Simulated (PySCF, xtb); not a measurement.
C₂H₈N₂Si₂, SMILES [SiH2]1N=C([Si@@H]1N)C. One conformer was computed; it need not be the lowest.

Harmonic wavenumbers (cm⁻¹) from xtb with GFN2-xTB at its own minimum, in rising order: 98, 114, 126, 165, 198, 268, 350, 388, 415, 443, 471, 505, 529, 547, 626, 658, 770, 812, 825, 894, 974, 1001, 1176, 1369, 1458, 1462, 1521, 1597, 2179, 2210, 2232, 2994, 3006, 3023, 3462, 3504.

Question: What does PBE-D3(BJ)/def2-SVP in PySCF 2.14.0 give at its own minimum? (Estimate from the structure and the level; the computed values follow.)

Answer: 93, 121, 141, 171, 237, 284, 335, 379, 396, 422, 482, 551, 634, 647, 681, 717, 764, 840, 883, 922, 948, 961, 1141, 1311, 1374, 1386, 1485, 1567, 2121, 2133, 2146, 2957, 3039, 3075, 3500, 3601. Paired by order, the mean absolute difference is 42 cm⁻¹ and the zero-point energies are 60.6 and 60.7 kcal/mol.
